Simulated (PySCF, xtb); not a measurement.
Mo(O)(NH)(F)(Me) (CH₄FMoNO), SMILES [NH]=[Mo]([F])([CH3])=[O], multiplicity 1.

Harmonic wavenumbers (cm⁻¹) from GFN2-xTB (xtb) at its own minimum, in rising order: 62, 159, 189, 196, 205, 256, 464, 477, 598, 634, 651, 695, 928, 1010, 1252, 1422, 1447, 2881, 2893, 2967, 3403.

What does PBE-D3(BJ)/def2-SVP (PySCF) give at its own minimum? (Estimate from the structure and the level; the computed values follow.)

150, 162, 205, 218, 232, 303, 493, 542, 589, 630, 681, 717, 972, 1008, 1142, 1343, 1354, 2959, 3069, 3086, 3491. Paired by order, the mean absolute difference is 55 cm⁻¹ and the zero-point energies are 32.6 and 33.4 kcal/mol.
